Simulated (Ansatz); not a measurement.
This geometry of AlBrClFH2O (7 atoms, charge 0, multiplicity 1) is a first-order saddle point.

All numbers below come from Ansatz, RKS r2SCANh-D4/def2-SVP.

```xyz
7
Properties=species:S:1:pos:R:3
Al 0.092 -0.317 -0.027
F 0.044 0.015 1.713
Cl 1.828 0.377 -0.946
O -1.373 -0.247 -0.844
H -2.262 -0.466 -0.571
Br 0.537 -2.599 1.007
H 0.306 -1.277 1.860
```

Which two structures does it join? (They come from a converged band through this point; their orientation in space is the band's.)

Bonds broken: Br6–H7. Bonds formed: F2–H7.

Image 0:

```xyz
7
Properties=species:S:1:pos:R:3
Al 0.024 -0.101 -0.012
F -0.073 0.328 1.604
Cl 1.809 0.326 -1.010
O -1.370 -0.322 -0.932
H -2.277 -0.371 -0.632
Br 0.568 -2.590 0.998
H 0.492 -1.785 2.177
```

Image 6:

```xyz
7
Properties=species:S:1:pos:R:3
Al 0.116 -0.558 -0.126
F 0.151 -0.036 1.799
Cl 1.803 0.415 -0.885
O -1.411 -0.093 -0.668
H -2.214 -0.610 -0.714
Br 0.419 -2.718 0.644
H 0.309 -0.913 2.143
```

How far does it lie above each of them?

0.103 eV above the first and 0.236 eV above the second. This is the barrier of this one path; another mechanism may lie lower. The orbitals stay closed-shell, which can raise the energy where a bond breaks towards radicals; this wasn't checked here.

Run time: 2.1 min on 4 threads of Arm Neoverse V2 (shared host), peak memory 0.29 GiB.
